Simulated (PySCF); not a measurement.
Run record: geometry optimisation, `[SiH3][O][AlH2-][AsH3+]`.

Computed with PBE0-D3(BJ)/def2-SVP geometry optimisation, gas phase (PySCF 2.14.0). Start geometry: GFN2-xTB. The input is one job of a driver script: a line of settings, then coordinates in Å.

Command:
```bash
OMP_NUM_THREADS=1 python probes_run.py task.json out
```

Input:
```
{"job": {"xc": "PBE0", "basis": "def2-SVP", "d3": "d3bj", "grid": 1, "shake": 0.01, "kind": "geom"}, "charge": 0, "multiplicity": 1}
Si     2.056900    -0.033470     0.892530
O      0.998410    -0.186240    -0.367700
Al    -0.091020    -0.344750    -1.653880
As    -2.078900    -0.061630     0.024290
H      2.609540    -1.332810     1.144480
H      1.223070     0.472720     2.017320
H      3.053760     0.970790     0.485230
H     -0.376990     0.936970    -2.472720
H     -0.332150    -1.750530    -2.186690
H     -1.693360     1.351470     0.216500
H     -3.535680     0.298510     0.424300
H     -1.793900    -0.349300     1.467310
```

Output:
```
step   0  E = -2846.77933903  max force = 0.029388
step   1  E = -2846.79159641  max force = 0.015493
step   2  E = -2846.79375669  max force = 0.010813
step   3  E = -2846.79572874  max force = 0.009235
step   4  E = -2846.79636223  max force = 0.006253
step   5  E = -2846.79733997  max force = 0.002702
step   6  E = -2846.79758007  max force = 0.002146
step   7  E = -2846.79778021  max force = 0.002408
step   8  E = -2846.79787881  max force = 0.001634
step   9  E = -2846.79791309  max force = 0.000633
step  10  E = -2846.79792701  max force = 0.000534
step  11  E = -2846.79793833  max force = 0.000712
step  12  E = -2846.79794155  max force = 0.000592
step  13  E = -2846.79794783  max force = 0.000610
step  14  E = -2846.79795627  max force = 0.000391
optimisation converged
```

Energies in Eh; «max force» is the largest Cartesian gradient component in Eh/bohr.

Q: Give the first gradient maximum in eV/Å.

A: With 1 Eh/bohr = 51.422 eV/Å, 1.511 eV/Å.

Q: How much energy does the optimisation release, in kJ/mol?

A: E(step 0) − E(last step) = 0.018617 Eh, which is 48.9 kJ/mol.

Summary of the converged run: final energy -2846.79796 Eh after 14 steps; dipole 4.01 D.

Q: Where do the atoms end?

A: 0.456 Å rms from the input after alignment:
```
atom  x, y, z in Å
Si1    2.2889   -0.0852    0.7764
O2     1.0929   -0.1681   -0.3350
Al3   -0.1450   -0.3200   -1.5247
As4   -2.1548    0.2795    0.1410
H5     2.8135   -1.4461    1.1154
H6     1.7784    0.5347    2.0435
H7     3.4322    0.7467    0.2860
H8    -0.3396    0.8979   -2.5325
H9    -0.6260   -1.7945   -1.8908
H10   -2.1720    1.6226    0.8328
H11   -3.6005    0.2742   -0.2994
H12   -2.3285   -0.5699    1.3784
```

Q: Estimate the wall time. Hardware: one thread, Arm Neoverse V1 (aarch64), no GPU, shared host with 32 logical CPUs at a one-minute load of 24. And the peak memory of the process?

A: About 1.8 min, with 0.52 GiB resident at the peak, the Python interpreter and its libraries included.
Labels such as C1 count atoms from 1, the log's own numbers from 0.
